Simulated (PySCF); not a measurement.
Computed data sheet: `[BH3-][P@H+]1CC=C(F)C1`

C₄H₉BFP.
SMILES with atom numbers: `[BH3-:1][P@H+:2]1[CH2:3][CH:4]=[C:5]([F:6])[CH2:7]1` (hydrogens: H8, H9, H10 on B1; H11 on P2; H12, H13 on C3; H14 on C4; H15, H16 on C7)

Structural features include: C=C double bond and C–F bond.

**PBE0-D3(BJ)/def2-SVP geometry optimisation, gas phase (PySCF)**

* Point group: C1
* Rotational constants A, B, C: 4.664, 1.417, 1.172 GHz

From PBE0/def2-SVPD ground state, ΔSCF and vertical TDDFT (core frozen in the response) (PySCF):

* Dipole moment: 3.65 D
* HOMO energy: -7.72 eV
* LUMO energy: -0.33 eV
* HOMO–LUMO gap: 7.39 eV
* Lowest singlet excitation: 6.51 eV (190 nm, f = 0.025)
* Strongest line among the 10 lowest singlet transitions: S6 at 7.14 eV (174 nm, f = 0.031)
* Lowest triplet excitation (Tamm–Dancoff): 4.25 eV
* Static isotropic polarisability: 88.5 au
* Vertical ionisation energy: 9.71 eV
* Electronic spatial extent ⟨r²⟩ about the centre of nuclear charge: 1011 bohr²

**HF/pcSseg-1 ground state and GIAO shieldings, non-relativistic (PySCF)**

* 13C chemical shifts (computed TMS as zero) by class: 167.1 (C5), 109.5 (C4), 21.2 (C7), 18.0 (C3) ppm
* 1H chemical shifts (computed TMS as zero) by class: 5.55 (H14), 4.66 (H11), 2.57 (H15), 2.36 (H13), 2.31 (H16), 2.18 (H12), 0.93 (H8/H9/H10) ppm
* Isotropic shieldings of nuclei other than C and H, by class: 154 (B1), 332 (F6), 370 (P2) ppm

From delta-SCF UKS SCAN, pcX-2 on the ionised atom, pcseg-1 elsewhere, spin-free X2C; 2p3/2 from a spin–orbit splitting computed afterwards within the 2p shell (PySCF):

* Core binding energies: P2p3/2 137.7 (P2), B1s 193.5 (B1), C1s 290.9 (C4), C1s 291.5 (C3), C1s 291.6 (C7), C1s 293.3 (C5), F1s 693.4 (F6), P1s 2151.3 (P2) eV

Monoisotopic mass (most abundant isotopes): 118.0519 u.

The largest Löwdin shares of the HOMO are 0.34 on C4, 0.28 on C5, 0.11 on F6 and 0.09 on C3. The ΔSCF ionisation energy exceeds −ε(HOMO) by 1.99 eV with PBE0. A dipole of 3.65 D is allowed in C1, and pure rotational transitions are dipole-allowed. The rotational constants make it an asymmetric top with κ = (2B − A − C)/(A − C) = -0.86, nearer the prolate limit (−1). The polarisability is 13.11 Å³ as a volume (1 au = 0.148185 Å³), or 1.43 au for each of the 62 electrons. The vertical singlet–triplet gap S1 − T1 is 2.26 eV (TDDFT singlet less Tamm–Dancoff triplet; S1: HOMO→LUMO, weight 0.48, beside HOMO→LUMO+1, weight 0.39; T1: HOMO→LUMO, weight 0.87). The dipole equals about 12.2 × 10⁻³⁰ C·m (1 D = 3.33564 × 10⁻³⁰ C·m).

One conformer (not necessarily the lowest) at the PBE0-D3(BJ)/def2-SVP geometry, without solvent or vibrations. NMR classes are plain means over equivalent atoms (diastereotopic ones count apart unless rotation or inversion swaps them), as if these changed places fast; in this geometry the members of some classes differ.
